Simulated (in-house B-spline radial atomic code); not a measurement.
## RPA and G0W0 on BLYP: B4+

Configuration 1s1, highest spin, mean-field start BLYP. Computed with an all-electron radial atomic-structure program (B-spline basis): all electrons, non-relativistic, point nucleus, each spin shell either full or empty, empty states to l = 9 with an (l + 1/2)⁻⁴ tail; G0W0 by contour deformation at full frequency.

Relativity, left out, deepens the 1s level by about Z⁴α²/8 hartree.

With one electron the exact correlation energy is zero, so what RPA and GW give is self-correlation.

Command:
```bash
python run_gw.py task.json out
```
Settings (radii: box in bohr, nucleus in fm):
```
Z                        5
electrons                1
configuration            1s1
hamiltonian              nr
method                   b88,lyp
lmax                     9
spin_polarised           True
box_radius               11.96
intervals                43
ion_configuration        bare nucleus
```

Time taken, with all properties: 0.2 s on 1 thread of Arm Neoverse V2, on a shared host.

Energies (hartree):

```csv
term,value
mean-field total,-12.48688
Hartree-Fock functional on these orbitals,-12.49939
direct second order,-0.023378
second-order exchange,0.023379
SOSEX correction,0.022798
```

Q: What is the RPA correlation energy, and what remains with SOSEX?

A: RPA gives -0.022797 hartree (-0.62 eV per electron); RPA + SOSEX gives 0, and the second-order doubles 0 hartree (no singles). SOSEX takes back 100 % of the RPA value.

Quasi-particle levels (eV):

| level | occupied | mean field | Σx - vxc | Σc | QP weight | G0W0 |
| --- | --- | --- | --- | --- | --- | --- |
| 1s up | yes | -308.64 | -31.49 | ? | ? | ? |
| 1s down | no | -256.87 | 0.00 | -2.44 | 0.995 | -259.31 |

G0W0 = mean field + (Σx - vxc) + Σc, with Σc (partial-wave tail included) taken at the quasi-particle energy.

Q: Where does G0W0 put 1s up?

A: At -339.75 eV, with Σc = 0.38 eV and a quasi-particle weight of 0.994. The tabulated removal energy is 340.226 eV (NIST, tabulated theory).

Q: What does it cost to remove one electron (to the bare nucleus) by differences of total energies, each species on its own start (correlation terms add to the Hartree-Fock functional)?

A: BLYP 339.79 eV, Hartree-Fock functional 340.13 eV, + RPA 340.75 eV, + RPA + SOSEX 340.13 eV, + second order 340.13 eV. Tabulated: 340.226 eV (NIST, tabulated theory).
